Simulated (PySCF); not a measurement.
Species: C7H13NSi.
InChI=1S/C7H13NSi/c1-4-5-7-6-9(7)8(2)3/h7,9H,6H2,1-3H3/t7-,9-/m1/s1

Torsions of this conformer, `[CH3:1][C:2]#[C:3][C@@H:4]1[CH2:5][Si@H:6]1[N:7]([CH3:8])[CH3:9]`: C5–Si6–N7–C8 164°.

The closed-shell ground state was solved at several levels (PySCF, density fitting, gas phase, non-relativistic). Geometry: PBE0-D3(BJ)/def2-SVP, one conformer, isolated molecule.

| level | basis functions | HOMO (eV) | LUMO (eV) | gap (eV) | dipole (D) |
| --- | --- | --- | --- | --- | --- |
| PBE0/pcSseg-1 | 225 | -5.69 | 0.75 | 6.44 | 1.75 |
| PBE0/def2-SVPD | 288 | -5.70 | 0.53 | 6.23 | 1.65 |

(1) Estimate the row for wB97X-D/pcSseg-1, a basis of 225 functions; the other rows only guide the guess.

(2) Over all these levels, which gives the widest orbital gap and which the narrowest?

(3) How far do the dipole and the HOMO energy spread over the levels?

Answers

(1) HOMO -7.46 eV, LUMO 2.50 eV, gap 9.96 eV, dipole 1.82 D.

(2) wB97X-D/pcSseg-1 (range-separated hybrid) has the widest, 9.96 eV, and PBE0/def2-SVPD (global hybrid, 25 % exact exchange) the narrowest, 6.23 eV. Functional and basis both differ between the two, so the spread mixes both effects.

(3) The dipole runs from 1.65 to 1.82 D (mean 1.74 D) and the HOMO from -7.46 to -5.69 eV.
